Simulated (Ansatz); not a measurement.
Energy profile

The step: GaH₂Br ([GaH2][Br]) + CH₄ → CH₅Ga ([CH3][GaH2]) + HBr (still joined by a long Ga–Br bond); bonds formed: Ga1–C6, Br2–H5; bonds broken: H5–C6; bonds weakened to dative contacts: Ga1–Br2 (atoms numbered as in the saddle structure below).

```xyz
9
angstrom
Ga -0.7011 -0.6059 -0.6829
Br 1.1081 0.9331 -1.9963
H -0.2249 -2.0536 -1.0018
H -2.0553 0.0856 -1.0179
H 0.7642 0.6495 -0.4648
C 0.2234 0.1993 0.9992
H 0.0751 1.2546 1.2347
H 1.2424 -0.1038 1.2454
H -0.4320 -0.3588 1.6845
```

Electronic energies by CCSD(T) at an estimated basis limit (MP2 extrapolated from triple and quadruple zeta, plus CCSD(T) − MP2 in triple zeta), on PBE0-D4/def2-TZVP structures; CH$_{6}$BrGa, closed shell; no counterpoise correction. Ansatz 0.2.0; basis: def2-TZVPP and def2-QZVPP; cores frozen in the correlated methods. Filled d shells of the heavier atoms are correlated. The def2 sets are not built for correlating such inner shells, so the correlated values are less sure here. Extrapolation: Hartree–Fock as exp(−7.88 √X), correlation as X^−2.97.

(1) Give the profile in eV, counted from the separated reactants. (To be estimated.)

The T1 diagnostic stays at or below 0.012. The start structure is not quite a true minimum (one mode of 62i cm⁻¹). The end structure is not quite a true minimum (one mode of 38i cm⁻¹).

## Answers

(1) Computed:
```json
{"point": "separated: GaH$_{2}$Br (linked as [GaH2][Br]; Ga1, Br2, H3, H4; singlet) + CH$_{4}$ (H5, C6, H7, H8, H9; singlet)", "eV": "0.000"}
{"point": "start structure", "eV": "-0.108"}
{"point": "saddle", "eV": "1.802"}
{"point": "end structure", "eV": "1.370"}
{"point": "separated: CH$_{5}$Ga (linked as [CH3][GaH2]; Ga1, H3, H4, C6, H7, H8, H9; singlet) + HBr (Br2, H5; singlet)", "eV": "1.616"}
```

For scale, one of the runs: CCSD(T)/def2-TZVPP, 211 basis functions, launched by `ansatz run in.yaml --threads 4 --pin off --events-out ev --progress --plain --max-ram 9574MiB`. The run took 98 s on 4 CPU threads of an Arm Neoverse V2 (shared host), with 3 GiB of host memory at its peak.
